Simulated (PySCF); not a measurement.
Species: trans-[OsO2Cl4]2- (charge -2 and triplet state).
Bonds: Os1–O2, Os1–O3, Os1–Cl4, Os1–Cl5, Os1–Cl6, Os1–Cl7.

The calculation used PySCF, PBE0-D3(BJ)/def2-SVP geometry optimisation, gas phase, def2 core potentials past Kr.

(1) Give the optimised bond lengths and angles.

Results:

(1) 
| bond | length (Å) |
| --- | --- |
| Os1–O2, Os1–O3 | 1.725 |
| Os1–Cl4, Os1–Cl5 | 2.573 |
| Os1–Cl6, Os1–Cl7 | 2.547 |

Bonds in one row agree within 0.01 Å and their mean is given. A selection of angles:
| angle | degrees |
| --- | --- |
| O2–Os1–O3 | 179.7 |
| O2–Os1–Cl4 | 89.8 |
| Cl4–Os1–Cl5 | 180.0 |
| Cl4–Os1–Cl6 | 90.1 |

Os1 (osmium bonded to 4 Cl and 2 O) is octahedral (the three widest angles are 180.0°, 179.8° and 179.7°, the others run from 89.8° to 90.2°). The Cl–Os distances run from 2.547 Å (Os1–Cl7) to 2.573 Å (Os1–Cl4), a spread of 0.026 Å.

Point group: D2h (tolerance 0.08 Å). Stationary, but not proved a minimum. ⟨S²⟩ = 2.024 (exact for a triplet: 2.00). Whether so highly charged an anion holds all its electrons in the gas phase wasn't checked; a finite basis holds them in any case. No counter-ion or solvent screens the charge of this multiply charged ion.

Neither the SCF state along the optimisation nor the shape of the open-shell metal species was proved the lowest: other solutions of the same spin, or a structure of lower symmetry, can lie below.
